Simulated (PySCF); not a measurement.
## How methods differ on the ionisation energy of Pm²⁺

Pm²⁺ [Xe] 4f5 [4f5/2^5, M_J = 5/2] → Pm³⁺ [Xe] 4f4 [4f5/2^4, M_J = 4], as a difference of total energies. Calculation: PySCF 2.14, in x2c-SVPall-2c (7s10p9d3f1g, 112 functions); the two-component X2C-1e Hamiltonian. Correlated levels: [Ar] 3d10 frozen; the 16 highest virtual spinors dropped. "Screened" scales the spin-orbit matrix elements by Boettger's factors to mimic the two-electron term; Breit and QED terms are absent.

| method | ionisation energy (eV) |
| --- | --- |
| GHF (spin-free) | 19.924 |
| GMP2 (spin-free) | 21.322 |
| GHF (screened spin-orbit) | 19.773 |
| GMP2 (screened spin-orbit) | 21.180 |

Task: How much does correlation contribute at GMP2 (screened spin-orbit)?

Result: 21.180 − (19.773) = 1.407 eV, measured against GHF (screened spin-orbit).

The spin-free rows relax to the high-spin LS determinant and lack the spin-orbit shift.

Errors of the correlated levels include the incompleteness of this basis and the frozen core.

The labels give the starting determinants; with spin-orbit coupling the two ends relaxed to ⟨J²⟩ = 13.16, ⟨L²⟩ = 29.86, ⟨S²⟩ = 8.71 and ⟨J²⟩ = 23.35, ⟨L²⟩ = 41.84, ⟨S²⟩ = 5.98.

The determinant of Pm²⁺ and of Pm³⁺ mixes levels of different J (the jj label is only the starting occupation), so the difference between spin-free and spin-orbit rows is not the physical spin-orbit shift.

For comparison: 22.44 ± 0.08 eV (semi-empirical (NIST evaluation); NIST Atomic Spectra Database, ionization energies).
